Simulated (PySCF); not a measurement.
**Adding and removing an electron: NaTl**

RHF-SCS-MP2; basis Na cc-pVDZ, Tl cc-pVDZ-PP with ECP60; scalar-relativistic core potentials; PySCF 2.14. Neutral (RHF): singlet (closed shell), Re = 3.318 Å, ωe = 138 cm⁻¹, De = 0.56 eV.

NaTl⁺ (UHF): doublet (σ ↑), Re = 3.612 Å, ωe = 97.7 cm⁻¹. The energies at the minima are -333.43933 hartree for NaTl and -333.27324 for NaTl⁺.

Problem. Work out the adiabatic ionisation energy, without and with harmonic zero-point energies (1 hartree = 27.2114 eV, 1 eV = 8065.5 cm⁻¹), and the change of the bond length.

Solution. At SCS-MP2: 0.16609 hartree = 4.520 eV between the minima; the zero-point term (97.7 − 138.0)/2 cm⁻¹ = -0.002 eV makes it 4.517 eV. Re changes by +29.4 pm against the neutral. The electron leaves a σ orbital, and the longer bond of the ion fits a bonding orbital, or a change in how ionic the bond is.

Correlated steps freeze 5 core orbitals. Correlated levels converge slowly with the basis: in double zeta they bind strong bonds too weakly, by up to about 1 eV, and carry superposition errors of some tenths. These are scalar-relativistic numbers at best; spin–orbit coupling would shift them, the dissociation energy most. Where the molecule has an RHF reference, its open-shell atoms are computed with UHF. States were picked by a PBE0 search and need not be the measured ground states.

Neutral and ion stand on different kinds of reference determinant, which adds to the error of the difference.
